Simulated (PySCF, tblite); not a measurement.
Compound: C5H4O2S.
SMILES with atom numbers: `[O:1]=[c:2]1[cH:3][cH:4][o:5][cH:6][c:7]1[SH:8]` (hydrogens: H9 on C3; H10 on C4; H11 on C6; H12 on S8)

Computed with GFN2-xTB (tblite), gas phase: Langevin dynamics at 400 K from the optimised GFN2-xTB geometry, time step 0.5 fs, friction 0.01 fs⁻¹, 2000 steps. Over the second half of the run the saved frames average 452 K.

Frame at 250 fs, instantaneous temperature 573 K:
```
atom  x, y, z in Å
O1      0.617    2.194    0.255
C2     -0.094    1.206    0.449
C3     -1.454    1.110    0.770
C4     -2.141   -0.062    0.784
O5     -1.651   -1.238    0.426
C6     -0.354   -1.277    0.166
C7      0.504   -0.205    0.198
S8      2.097   -0.285   -0.261
H9     -1.982    1.971    1.149
H10    -3.175   -0.011    0.924
H11     0.057   -2.184   -0.158
H12     2.096    1.020   -0.503
```

Frame at 425 fs, instantaneous temperature 496 K:
```
atom  x, y, z in Å
O1      0.482    1.822    0.941
C2     -0.214    0.795    0.885
C3     -1.480    0.631    1.552
C4     -2.255   -0.505    1.303
O5     -1.893   -1.503    0.503
C6     -0.717   -1.431   -0.153
C7      0.110   -0.273   -0.068
S8      1.601   -0.080   -0.997
H9     -1.693    1.375    2.300
H10    -3.230   -0.751    1.657
H11    -0.550   -2.310   -0.713
H12     1.618    1.168   -0.738
```

Frame at 625 fs, instantaneous temperature 545 K:
```
atom  x, y, z in Å
O1      0.726    1.222    1.530
C2     -0.125    0.431    1.200
C3     -1.304    0.000    1.867
C4     -2.233   -0.797    1.370
O5     -2.232   -1.342    0.038
C6     -1.066   -1.160   -0.681
C7     -0.136   -0.334   -0.152
S8      1.387   -0.215   -1.127
H9     -1.363    0.197    2.927
H10    -3.116   -1.116    1.942
H11    -1.181   -1.759   -1.585
H12     2.003    0.543   -0.057
```

Frame at 800 fs, instantaneous temperature 440 K:
```
atom  x, y, z in Å
O1      0.762    1.300    1.076
C2     -0.086    0.455    0.791
C3     -1.345    0.141    1.546
C4     -2.337   -0.637    1.164
O5     -2.237   -1.317    0.011
C6     -1.156   -1.021   -0.811
C7     -0.087   -0.185   -0.538
S8      1.070    0.113   -1.697
H9     -1.382    0.712    2.472
H10    -3.187   -0.839    1.741
H11    -1.114   -1.566   -1.694
H12     1.861    1.053   -1.106
```

Frame at 1000 fs, instantaneous temperature 236 K:
```
atom  x, y, z in Å
O1      0.919    1.139    1.159
C2      0.033    0.318    0.875
C3     -0.990   -0.135    1.866
C4     -1.875   -1.069    1.484
O5     -2.002   -1.602    0.302
C6     -1.200   -1.151   -0.670
C7     -0.211   -0.261   -0.438
S8      1.033   -0.024   -1.639
H9     -0.965    0.272    2.837
H10    -2.562   -1.496    2.180
H11    -1.250   -1.729   -1.562
H12     1.841    0.674   -0.856
```

Question: What do single points at PBE0/pcSseg-1 (PySCF, gas phase) give on these frames?

Answer: 
```json
{"t (fs)": "250", "GFN2-xTB E above start (eV)": "0.45", "DFT E above lowest frame (eV)": "0.24", "HOMO (eV)": "-6.54", "LUMO (eV)": "-1.60", "dipole (D)": "3.45"}
{"t (fs)": "425", "GFN2-xTB E above start (eV)": "0.46", "DFT E above lowest frame (eV)": "0.18", "HOMO (eV)": "-6.69", "LUMO (eV)": "-1.62", "dipole (D)": "3.74"}
{"t (fs)": "625", "GFN2-xTB E above start (eV)": "0.85", "DFT E above lowest frame (eV)": "0.55", "HOMO (eV)": "-6.51", "LUMO (eV)": "-1.92", "dipole (D)": "3.47"}
{"t (fs)": "800", "GFN2-xTB E above start (eV)": "0.61", "DFT E above lowest frame (eV)": "0.33", "HOMO (eV)": "-6.64", "LUMO (eV)": "-1.59", "dipole (D)": "2.67"}
{"t (fs)": "1000", "GFN2-xTB E above start (eV)": "0.28", "DFT E above lowest frame (eV)": "0.00", "HOMO (eV)": "-6.71", "LUMO (eV)": "-1.59", "dipole (D)": "3.45"}
```

The two levels order the frames alike by energy but for pairs within 0.08 eV at one level; measured from each level's lowest frame they differ by 0.07 eV at most. The HOMO–LUMO gap runs from 4.59 to 5.12 eV. These are instantaneous structures, not minima.

Question: And the isotropic GIAO shieldings (ppm) from the same runs?

Answer: 
| atom | 250 fs | 425 fs | 625 fs | 800 fs | 1000 fs | mean | range |
| --- | --- | --- | --- | --- | --- | --- | --- |
| O1 | -148.2 | -177.8 | -145.6 | -195.1 | -190.6 | -171.5 | 49.5 |
| C2 | 11.7 | 9.3 | 18.8 | 8.8 | 7.3 | 11.2 | 11.5 |
| C3 | 73.0 | 64.0 | 71.4 | 65.4 | 61.8 | 67.1 | 11.2 |
| C4 | 28.6 | 22.5 | 13.0 | 32.6 | 31.0 | 25.5 | 19.6 |
| O5 | 98.4 | 66.6 | 50.0 | 97.7 | 104.6 | 83.5 | 54.6 |
| C6 | 36.1 | 24.6 | 25.4 | 28.1 | 37.2 | 30.3 | 12.6 |
| C7 | 33.5 | 33.5 | 42.6 | 42.8 | 50.2 | 40.5 | 16.7 |
| S8 | 645.4 | 613.3 | 548.3 | 618.3 | 611.0 | 607.3 | 97.1 |
| H9 | 25.5 | 24.7 | 25.7 | 25.4 | 25.3 | 25.3 | 1.0 |
| H10 | 24.4 | 23.9 | 23.4 | 24.2 | 24.4 | 24.1 | 1.0 |
| H11 | 23.9 | 23.6 | 22.7 | 24.0 | 24.0 | 23.6 | 1.3 |
| H12 | 26.1 | 27.4 | 24.5 | 26.2 | 26.6 | 26.2 | 2.9 |

The cost below is that of the whole dynamics run. On Intel Xeon Platinum 8175M at 2.50 GHz, one thread, shared host with 96 logical CPUs at a one-minute load of 45, this took 32 s and 0.19 GiB of memory at its peak.
